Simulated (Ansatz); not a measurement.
C2F2N, doublet (typed; the unrestricted solution is spin-contaminated), geometry from GFN2-xTB; MP2/STO-3G (Ansatz, a program for electronic structure).

Input for Ansatz:
Ansatz 0.2 input:
```yaml
crystal:
  periodic: [false, false, false]
  atoms:
    - {symbol: C, position_ang: [0.00264829, -0.06828774, -0.33519194]}
    - {symbol: C, position_ang: [-0.00792577, 0.20437077, 1.00315867]}
    - {symbol: F, position_ang: [1.10369101, -0.18963354, -1.05085347]}
    - {symbol: F, position_ang: [-1.08703009, -0.23997814, -1.05790539]}
    - {symbol: N, position_ang: [-0.01689762, 0.43571527, 2.13871848]}
basis:
  gaussian:
    orbitals: STO-3G
magnetization: {spin_polarized: true, initial_magnetization: 1}
correlation: {method: mp2}
```

**Question.** What does Ansatz print? Leave out banner, timings and long lists.

**Answer.** 
```
Functional definition: HF
358 factors; integrals over basis functions are off by at most 3.6e-5 eV
mean field evaluation 1: about -8823.7085 eV, gradient 3.4e1 eV
mean field evaluation 2: about -8823.8425 eV, gradient 3.4e1 eV
mean field evaluation 4: about -8831.0929 eV, gradient 4.1e0 eV
mean field evaluation 8: about -8831.5064 eV, gradient 6.8e-1 eV
mean field evaluation 16: about -8831.5613 eV, gradient 1.3e-6 eV
mean field -8831.56133186 eV, -324.5538926986 hartree, gradient 1.9e-6 eV, S^2 1.034501; 1 other end points of the search recorded, 0 dependent functions left out
5 core orbitals not correlated
reference -8831.56133186 eV, -324.5538926986 hartree; 14, 13 occupied and 6, 7 virtual orbitals, 358 factors
second order -4.88887942 eV of doubles, -0.00000000 eV of singles
Total energy: -8836.45021128 eV, -324.7335557035 hartree
```
